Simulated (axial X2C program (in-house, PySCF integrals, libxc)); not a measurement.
Outer orbitals of TiN⁺ at 1.507 Å, B3LYP

All values were computed with an in-house all-electron X2C program for linear molecules (integrals from PySCF). Spin-free means the one-electron spin-free X2C Hamiltonian; two-component (2c) means X2C with spin–orbit coupling and atomic mean-field two-electron Coulomb and Gaunt terms, so the difference of the two also holds small scalar two-electron terms. Basis: Ti dyall-cv3z [10s10p6d4f2g], N dyall-av3z [7s7p3d2f] (cores contracted in-house); Gaussian nuclei, density fitting, unrestricted open shells. Masses: Ti 47.948 u, N 14.003 u.

The distance is close to the 2c PBE0 minimum; the highest filled and lowest empty levels are listed.

Spin-free orbitals, state M_S = 0, Λ = 0 (closed shell) (Löwdin shares):

```
symmetry  occupied  ε (eV)             atomic character
      σα       yes  -24.01  59% N s, 19% Ti d, 10% Ti p
     π+α       yes  -14.34   51% N p, 42% Ti d, 2% Ti p
     π-α       yes  -14.34   51% N p, 42% Ti d, 2% Ti p
      σα       yes  -13.66    45% N p, 41% Ti d, 6% N s
     δ+α        no   -9.12             96% Ti d, 2% N d
     δ-α        no   -9.12             96% Ti d, 2% N d
      σα        no   -8.93  55% Ti s, 17% N p, 10% Ti p
     π+α        no   -7.08  38% Ti d, 38% Ti p, 20% N p
     π-α        no   -7.08  38% Ti d, 38% Ti p, 20% N p
```

One partner of each degenerate Kramers or spin pair is listed.

Spinors with spin–orbit coupling (state Ω = 0):

| ω | occupied | ε (eV) | atomic character | λ mixture |
| --- | --- | --- | --- | --- |
| 1/2 | yes | -24.01 | 59% N s, 19% Ti d, 11% Ti p | 100% σ |
| 1/2 | yes | -14.35 | 51% N p, 42% Ti d, 2% Ti p | 100% π |
| 3/2 | yes | -14.34 | 51% N p, 42% Ti d, 2% Ti p | 100% π |
| 1/2 | yes | -13.66 | 45% N p, 41% Ti d, 6% N s | 100% σ |
| 3/2 | no | -9.14 | 96% Ti d, 2% N d | 100% δ |
| 5/2 | no | -9.11 | 96% Ti d, 2% N d | 100% δ |
| 1/2 | no | -8.93 | 55% Ti s, 17% N p, 10% Ti p | 100% σ |
| 1/2 | no | -7.09 | 38% Ti d, 38% Ti p, 20% N p | 100% π |

One partner of each degenerate Kramers or spin pair is listed.

Mulliken charges and populations of the two-component result (they depend on the basis, above all on diffuse functions):

Ti 1.33 e (s 5.96 p 12.05 d 2.63 f 0.04), N -0.33 e (s 3.94 p 3.32 d 0.06 f 0.01).

One determinant describes the state; a PBE0 search over occupations chose it and may have missed a lower one.
